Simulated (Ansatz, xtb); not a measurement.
Two isomers of C5H5N3

Structure a: `N#CC1=CC(N)=C1N`, a singlet. Structure b: `[H]/N=C1/C(C#N)=C[C@H]1N`, a singlet. Both are isolated molecules in the gas phase, relaxed with r2SCAN-D4/def2-SVP; the shapes shown needn't be the lowest conformers.

a (Å):

```xyz
13

C     0.1620    0.6597   -2.5425
C    -0.1885    0.1884   -1.2865
C    -0.2341    0.5904    0.0237
C    -0.6630   -0.7578    0.5439
C    -0.6722   -1.2093   -0.7638
N     0.4271    0.9966   -3.6380
N    -1.1279   -1.1862    1.7869
N    -1.0390   -2.2749   -1.4750
H    -0.0319    1.5529    0.5046
H    -0.4780   -1.7518    2.3295
H    -2.0466   -1.6232    1.7808
H    -0.9216   -2.2766   -2.4814
H    -1.3688   -3.1227   -1.0284
```

b (Å):

```xyz
13

C    -1.0945    1.0843   -2.3825
C    -0.7145    0.2045   -1.3396
C    -0.1959    0.3758   -0.0905
C    -0.0544   -1.1140    0.2024
C    -0.7199   -1.2817   -1.2139
N    -1.4216    1.7815   -3.2579
N    -0.6959   -1.6081    1.3851
N    -1.1989   -2.1993   -1.9390
H     0.0307    1.2637    0.5056
H     1.0031   -1.4409    0.1993
H    -1.7090   -1.5035    1.3363
H    -0.4837   -2.5887    1.5561
H    -1.0382   -3.1159   -1.5009
```

Question: Estimate which is lower in electronic energy at CCSD(T)/def2-SVP + ΔMP2/def2-TZVPP, and by roughly how much.

Answer: The CCSD(T)/def2-SVP + ΔMP2/def2-TZVPP calculation puts structure b lower, by 34.1 kcal/mol.

The same difference at several levels:

| level | geometry | E(b) − E(a) (kcal/mol) | departure from the last row (kcal/mol) | job, with rough time for the two |
| --- | --- | --- | --- | --- |
| r2SCAN-D4/def2-SVP | r2SCAN-D4/def2-SVP | −27.5 | +6.7 | optimisation, 62 s |
| HF/def2-SVP | r2SCAN-D4/def2-SVP | −36.5 | −2.3 | part of the CCSD(T) run |
| MP2/def2-SVP | r2SCAN-D4/def2-SVP | −37.7 | −3.6 | part of the CCSD(T) run |
| CCSD(T)/def2-SVP | r2SCAN-D4/def2-SVP | −36.0 | −1.9 | single point |
| CCSD(T)/def2-SVP + ΔMP2/def2-TZVPP | r2SCAN-D4/def2-SVP | −34.1 |  | single point, 69 s |

As drawn, b has 1 C=N, 1 C–C, 1 C–H in place of 1 C=C, 1 C–N, 1 N–H.

None of the levels shown reverses the order. The largest departure from CCSD(T)/def2-SVP + ΔMP2/def2-TZVPP is that of r2SCAN-D4/def2-SVP, 6.7 kcal/mol. Levels run at GFN2-xTB geometries aren't shown. The last row adds to CCSD(T) the change of the MP2 difference between the two basis sets, here +1.9 kcal/mol.

With thermal terms from frequencies at re-optimised GFN2-xTB minima (ideal gas, soft modes damped towards free rotors, one conformer each, 298.15 K, 1 atm): on the last row, ΔE + ΔZPE = −32.9, ΔH = −33.4, ΔG = −32.5 kcal/mol.

The T1 diagnostic of structure a is large, so the coupled-cluster value is less sure. The correlated steps freeze 8 core orbitals. Mirror images aren't counted in ΔG. Run with Ansatz 0.2.0, xtb 6.7.1; the last row on 2 threads of Intel(R) Xeon(R) Gold 6455B (Sapphire Rapids) on a shared host.
